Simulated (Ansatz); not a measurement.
Si(OH)4 (SiO4H4). Total charge 0; triplet. Geometry PBE-D4/def2-SVP, that of the neutral singlet; atoms count from 1.

```
atom   x (Å)   y (Å)   z (Å)
 Si1   0.000   0.000   0.000
  O2  -0.163  -0.771  -1.467
  H3  -0.718  -1.570  -1.423
  O4   1.391   0.909  -0.111
  H5   2.077   0.497  -0.665
  O6  -0.018  -1.201   1.154
  H7  -0.269  -0.881   2.039
  O8  -1.211   1.063   0.424
  H9  -1.090   1.953   0.049
```

At PBE0-D4/def2-TZVP a singlet of charge 0 lies 7.79 eV below the triplet at the same geometry.

(1) Estimate the Mulliken populations from the PBE0/def2-TZVP orbitals of Ansatz.

(2) Where does the spin sit?

(3) And the Mayer bond orders between heavy atoms (over 0.3)?

Results:

(1) 
| atom | charge (e) | spin (α − β) |
| --- | --- | --- |
| Si1 | 0.45 | 0.33 |
| O2 | -0.42 | -0.02 |
| H3 | 0.26 | 0.10 |
| O4 | 0.07 | 0.51 |
| H5 | -0.12 | 0.56 |
| O6 | -0.27 | 0.25 |
| H7 | 0.21 | 0.16 |
| O8 | -0.43 | 0.00 |
| H9 | 0.24 | 0.11 |
Mulliken values depend strongly on the basis.

(2) Summed by element: Si 0.33, O 0.75, H 0.92, of 2 unpaired in all. Largest on single atoms: H5 0.56, O4 0.51, Si1 0.33.

(3) Si1–O2 1.20 (1.67 Å); Si1–O4 0.76 (1.67 Å); Si1–O6 1.02 (1.67 Å); Si1–O8 1.18 (1.67 Å).
